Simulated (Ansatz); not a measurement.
A structure relaxed at PBE0-D4/def2-TZVP, charge 0, multiplicity 1:

```xyz
9

N    -0.559    1.139   -1.094
Hf    0.271   -0.040    0.324
O    -1.148   -0.602    1.476
O     1.203   -1.434   -0.596
Br    1.948    1.297    1.693
H    -1.400    1.687   -0.983
H    -0.211    1.258   -2.035
H    -1.724   -1.059    2.079
H     1.621   -2.245   -0.864
```

Give its formula and SMILES.

BrH4HfNO2, `[NH2][Hf]([OH])([OH])[Br]`.

Point group (tolerance 0.08 Å, 0.16 Å for H)?

Cs.

Summarise the bond lengths by kind.

1 × Hf–N 2.023 Å; 2 × H–N 1.010 Å; 2 × Hf–O 1.912 Å; 1 × Br–Hf 2.545 Å; 2 × H–O 0.951 Å.

Results of the Gaussian-basis code of Ansatz.
